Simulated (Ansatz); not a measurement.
Basis-set extrapolation for `FB1CB1Cl` (PBE0-D4/def2-TZVP geometry, frozen core, the Gaussian-basis code of Ansatz). Multiplicity 1, RHF reference.

```tsv
	def2-TZVPP	def2-QZVPP
HF	-647.438085	-647.459001
MP2 correlation	-0.790786	-0.856957
CCSD(T) correlation	-0.857150	not run
```

Energies in hartree. Use E(X) = E(∞) + A·exp(−7.88·√X) for Hartree–Fock and E(X) = E(∞) + B·X^(−2.97) for correlation, with X = 3 and 4, and add CCSD(T) minus MP2 of the smaller set to the MP2 limit.

Task: What is the CCSD(T) energy at the basis-set limit?

Result: HF limit: -647.459001 + (-0.020916) × 0.13774 = -647.46188. MP2 limit: -0.856957 + (-0.066171) × 0.74074 = -0.90597. Higher-order term: -0.857150 − (-0.790786) = -0.06636. Total: -648.43421 hartree, 3.78 eV below CCSD(T)/def2-TZVPP.
